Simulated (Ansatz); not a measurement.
`[F][Sn]([Cl])([Cl])[Br]` + HCl → `[F][Sn]([Cl])([Cl])[Cl]` + HBr at 700 K and 1 bar (ligand exchange at the Sn–Br bond).

Isolated molecules relaxed with PBE0-D4/def2-TZVP in Ansatz; ΔE leaves out vibrations. CCSD(T)/CBS adds triple-zeta CCSD(T) − MP2 to the extrapolated MP2 energy (def2 sets, frozen cores). This one scheme is used for every species. def2 core potentials past Kr. For Br, Sn outer-core shells are correlated without core-valence functions, which leaves a few kJ/mol of doubt a bond. Scalar relativity is left out up to krypton.

| species | CCSD(T)/CBS energy (Eh) | H − E (kJ/mol) | S (J/(mol·K)) |
| --- | --- | --- | --- |
| `[F][Sn]([Cl])([Cl])[Br]` | -3806.86426 | 77.5 | 476.5 |
| HCl | -460.38127 | 38.4 | 211.8 |
| `[F][Sn]([Cl])([Cl])[Cl]` | -1693.31956 | 77.7 | 455.2 |
| HBr | -2573.91920 | 36.5 | 223.7 |

H − E and S are ideal-gas, rigid-rotor, harmonic terms from PBE0-D4/def2-TZVP. 1 Eh = 2625.50 kJ/mol, R = 8.31446 J/(mol·K).

Q: By hand: ΔE, ΔH, ΔS and ΔG.

A: ΔE = (-1693.31956) + (-2573.91920) − (-3806.86426) − (-460.38127) = 0.00677 Eh = 17.8 kJ/mol. Δ(H − E) = 77.7 + 36.5 − 77.5 − 38.4 = -1.7, so ΔH = 16.1 kJ/mol. ΔS = 455.2 + 223.7 − 476.5 − 211.8 = -9.4 J/(mol·K). ΔG = 16.1 − 700 × (-9.4)/1000 = 22.7 kJ/mol.

Q: By hand: the equilibrium constant, and the temperature at which ΔG would vanish if ΔH and ΔS stayed fixed.

A: log₁₀ K = −ΔG/(RT ln 10) = -1.7. ΔH and −TΔS have one sign here, so there is no such temperature.

TΔS isn't small against ΔH here. A doubt of 5 kJ/mol in ΔE shifts log₁₀ K by 0.4 here. These are equilibria of isolated gas molecules and say nothing of rates. Largest T1 diagnostic: 0.012 (customary marks: 0.02 for closed shells, 0.045 for open ones).
